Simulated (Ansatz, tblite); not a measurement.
Spin states of the cluster Zn₂Te (the lowest singlet isomer of a short search), each relaxed with PBE-D4/def2-TZVP in Ansatz. Electronic energies in the gas phase.

In the def2 sets Te takes a core potential; there is no spin–orbit coupling. The xTB rows come from tblite. HSE06 is defined as in plane-wave codes, on full-range PBE exchange. The structure comes from a short search, and lower isomers may exist.

Singlet geometry (D∞h within 0.1 Å):

```xyz
3

Zn   -1.350    1.285   -1.739
Zn    1.346   -1.288    1.740
Te    0.003    0.003   -0.001
```

Triplet geometry (C2v within 0.1 Å):

Cartesian coordinates in Å:
```
Zn -1.188 -0.843 1.251
Zn 0.121 0.501 -1.849
Te 1.067 0.342 0.598
```

Quintet geometry (C2v within 0.1 Å):

```xyz
3

Zn   -0.6331   -1.1905   -1.2143
Zn   -0.0638    1.8128    0.0499
Te    0.6969   -0.6223    1.1644
```

⟨S²⟩: triplet 2.01 at PBE0-D4/def2-TZVP (pure 2.00), quintet 6.01 at PBE0-D4/def2-TZVP (pure 6.00).

Run but left out: HF/STO-3G (singlet: restricted singlet, unstable in another Hartree–Fock run and untested here); HF/def2-TZVP, PBE-QIDH/def2-TZVP (singlet: restricted singlet, unstable towards broken spin symmetry).

Only these spin states were relaxed.

```tsv
level	triplet − singlet (kJ/mol)	quintet − singlet (kJ/mol)	lowest of these
LDA (SPW92)/def2-TZVP	29.4	348.2	singlet
PBE-D4/def2-TZVP	11.3	305.0	singlet
B97M-V/def2-TZVP	17.8	315.5	singlet
HSE06-D4/def2-TZVP	-11.6	275.1	triplet
```

Task: Estimate the rows for GFN1-xTB, r2SCAN-D4/def2-TZVP, r2SCANh-D4/def2-TZVP, PBE0-D4/def2-TZVP.

Result: 
```tsv
level	triplet − singlet (kJ/mol)	quintet − singlet (kJ/mol)	lowest of these
GFN1-xTB	181.8	669.9	singlet
r2SCAN-D4/def2-TZVP	-16.8	266.0	triplet
r2SCANh-D4/def2-TZVP	-25.1	256.0	triplet
PBE0-D4/def2-TZVP	-15.7	272.0	triplet
```

The xTB methods have no term that favours high spin, so they put low spin too low.
